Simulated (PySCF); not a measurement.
**CuCl: input and log**

State: ¹Σ⁺ (singlet), closed shell.

An equivalent input (the run itself took its basis sets from the Basis Set Exchange, started from a PBE0 density and held the occupation σ 11α 11β, πx 5α 5β, πy 5α 5β, δx 1α 1β, δy 1α 1β):

```python
from pyscf import gto, scf, cc
mol = gto.M(atom='Cu 0 0 0; Cl 0 0 2.083', basis={'Cu': 'def2-TZVPPD', 'Cl': 'def2-TZVPPD'},
            charge=0, spin=0, verbose=4, symmetry='C2v')
mf = scf.RHF(mol)
mf.irrep_nelec = {'A1': 24, 'A2': 2, 'B1': 10, 'B2': 10}
mf.conv_tol = 1e-9
mf.max_cycle = 60
mf.diis_space = 10
mf.kernel()
mycc = cc.CCSD(mf, frozen=[0, 1, 2, 3, 4, 5, 6, 7, 8, 9, 117])
mycc.run(conv_tol=1e-7, conv_tol_normt=1e-5, max_cycle=80, diis_space=8)
et = mycc.ccsd_t()
```

The SCF ended at -2098.49518243 hartree. The coupled-cluster part of the log:

```
******** <class 'pyscf.cc.ccsd.CCSD'> ********
CC2 = 0
CCSD nocc = 13, nmo = 107
frozen orbitals [0, 1, 2, 3, 4, 5, 6, 7, 8, 9, 117]
max_cycle = 80
direct = 0
conv_tol = 1e-07
conv_tol_normt = 1e-05
diis_space = 8
diis_start_cycle = 0
diis_start_energy_diff = 1e+09
Init t2, MP2 energy = -2099.53296520163  E_corr(MP2) -1.03778277093119
Init E_corr(CCSD) = -1.03778277093509
cycle = 1  E_corr(CCSD) = -0.878197431068723  dE = 0.15958534  norm(t1,t2) = 0.136136
cycle = 2  E_corr(CCSD) = -0.970499258315026  dE = -0.0923018272  norm(t1,t2) = 0.100947
cycle = 3  E_corr(CCSD) = -0.945606753763886  dE = 0.0248925046  norm(t1,t2) = 0.1001
cycle = 4  E_corr(CCSD) = -0.941054584083501  dE = 0.00455216968  norm(t1,t2) = 0.015759
cycle = 5  E_corr(CCSD) = -0.941209463194971  dE = -0.000154879111  norm(t1,t2) = 0.0104645
cycle = 6  E_corr(CCSD) = -0.943086852623769  dE = -0.00187738943  norm(t1,t2) = 0.00506029
cycle = 7  E_corr(CCSD) = -0.943137703461174  dE = -5.08508374e-05  norm(t1,t2) = 0.00407806
cycle = 8  E_corr(CCSD) = -0.94229510543988  dE = 0.000842598021  norm(t1,t2) = 0.0025495
cycle = 9  E_corr(CCSD) = -0.942372141481806  dE = -7.70360419e-05  norm(t1,t2) = 0.00110676
cycle = 10  E_corr(CCSD) = -0.942651965399211  dE = -0.000279823917  norm(t1,t2) = 0.000613424
cycle = 11  E_corr(CCSD) = -0.942609957730424  dE = 4.20076688e-05  norm(t1,t2) = 0.000258312
cycle = 12  E_corr(CCSD) = -0.942625247983953  dE = -1.52902535e-05  norm(t1,t2) = 9.99024e-05
cycle = 13  E_corr(CCSD) = -0.942622946808726  dE = 2.30117523e-06  norm(t1,t2) = 4.23899e-05
cycle = 14  E_corr(CCSD) = -0.942619831774086  dE = 3.11503464e-06  norm(t1,t2) = 1.92332e-05
cycle = 15  E_corr(CCSD) = -0.942620561746947  dE = -7.29972861e-07  norm(t1,t2) = 1.08256e-05
cycle = 16  E_corr(CCSD) = -0.942620841690535  dE = -2.79943587e-07  norm(t1,t2) = 5.94617e-06
cycle = 17  E_corr(CCSD) = -0.942620959559538  dE = -1.17869003e-07  norm(t1,t2) = 2.9777e-06
cycle = 18  E_corr(CCSD) = -0.942621029824529  dE = -7.02649916e-08  norm(t1,t2) = 1.01975e-06
CCSD converged
E(CCSD) = -2099.437803460526  E_corr = -0.9426210298245292
CCSD(T) correction = -0.0298014000560293
```

T1 diagnostic 0.026, D1 0.111, 26 electrons correlated, 1 of the virtual orbitals (those above 20 hartree) left out.

Repeating this along the bond gives Re = 2.096 Å and ωe = 390 cm⁻¹.

A point of this curve took 140 CPU seconds beside 1.1 for the integrals, on Arm Neoverse V1 (shared host).

Correlated steps freeze 10 core orbitals. The CCSD T1 diagnostic is raised, a sign that a single reference may not be enough here.
